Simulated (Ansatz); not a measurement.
Total energies of Si₃₀H₃₄, a nanocrystal cut from hexagonal silicon from Ansatz at PBE0-D4/def2-SVP, gas phase (1 Eh = 27.2114 eV = 2625.5 kJ/mol). The reference geometry is relaxed at PBE-D4/def2-SVP.

Cartesian coordinates in Å:
```
Si -1.252 2.248 -3.805
Si -1.795 2.990 -1.640
Si -4.562 0.390 -2.427
Si -3.731 1.899 -0.823
Si 1.961 3.641 -1.062
Si 0.038 2.543 -0.240
Si -0.449 3.306 1.929
Si -3.194 0.719 1.141
Si -2.378 2.216 2.763
Si 1.423 2.875 3.286
Si -1.865 1.022 4.726
Si -0.942 -0.083 -3.736
Si -2.878 -1.178 -2.922
Si 2.815 0.563 -3.160
Si 3.643 2.072 -1.557
Si 0.890 -0.529 -2.335
Si 0.391 0.223 -0.167
Si -2.336 -2.372 -0.967
Si -1.532 -0.872 0.655
Si 4.159 0.880 0.404
Si 2.232 -0.215 1.223
Si 1.746 0.547 3.392
Si -0.986 -2.055 2.612
Si -0.181 -0.546 4.228
Si 1.258 -2.849 -2.270
Si -0.666 -3.958 -1.448
Si 3.122 -3.248 -0.891
Si 2.601 -2.534 1.289
Si -0.150 -5.154 0.513
Si 0.679 -3.643 2.115
H -2.338 2.616 -4.786
H 0.032 2.906 -4.248
H -2.039 4.482 -1.652
H -4.976 1.127 -3.677
H -5.770 -0.324 -1.871
H -4.776 2.944 -0.504
H 1.602 4.418 -2.306
H 2.460 4.621 -0.028
H -0.711 4.793 1.868
H -4.413 -0.004 1.665
H -3.434 3.259 3.053
H 2.642 3.517 2.670
H 1.229 3.453 4.667
H -1.399 1.966 5.808
H -3.096 0.302 5.216
H -0.629 -0.604 -5.120
H -3.364 -2.146 -3.976
H 2.467 1.302 -4.429
H 3.871 -0.463 -3.494
H 4.874 2.773 -2.083
H -3.566 -3.059 -0.419
H 4.685 1.825 1.457
H 5.233 -0.142 0.117
H 2.920 0.229 4.289
H -2.230 -2.747 3.119
H 0.201 -1.310 5.475
H 1.542 -3.331 -3.674
H -1.170 -4.903 -2.514
H 4.298 -2.454 -1.406
H 3.495 -4.710 -0.902
H 3.764 -2.811 2.214
H -1.397 -5.819 1.042
H 0.874 -6.224 0.221
H 1.054 -4.381 3.379
```

```
                 state   geometry  energy (Eh)
      charge 0 singlet  reference  -8699.58092
      charge 1 doublet  reference  -8699.29456
     charge -1 doublet  reference  -8699.61846
free Si atom (triplet)          –   -289.15194
 free H atom (doublet)          –     -0.50029
```

Single mean-field runs in def2-SVP are fitted with def2-universal-jkfit.

Question: Work out the vertical ionisation energy to the doublet.

Answer: E(charge 1 doublet) − E(charge 0 singlet) = -8699.29456 − (-8699.58092) = 0.28636 Eh = 7.79 eV. For comparison, −ε of the highest occupied level is 6.82 eV at this level, 0.97 eV less.

Question: Work out the vertical electron affinity, to the doublet.

Answer: E(charge 0 singlet) − E(charge -1 doublet) = -8699.58092 − (-8699.61846) = 0.03754 Eh = 1.02 eV. The basis lacks diffuse functions, which makes affinities too small.

Question: Give the fundamental gap IE − EA, the Mulliken electronegativity (IE + EA)/2 and the hardness (IE − EA)/2.

Answer: From the values in Eh: IE − EA = 0.28636 − 0.03754 = 0.24882 Eh = 6.77 eV; (IE + EA)/2 = 4.41 eV; (IE − EA)/2 = 3.39 eV. The HOMO–LUMO gap of the same run is 5.01 eV, 1.76 eV smaller than the fundamental gap.

Question: What is the binding energy per atom against free atoms?

Answer: Atoms: 30 × (-289.15194) + 34 × (-0.50029) = -8691.56806 Eh. Binding: -8691.56806 − (-8699.58092) = 8.01286 Eh = 218.04 eV, or 3.41 eV for each of 64 atoms (no zero-point energy, no counterpoise term).
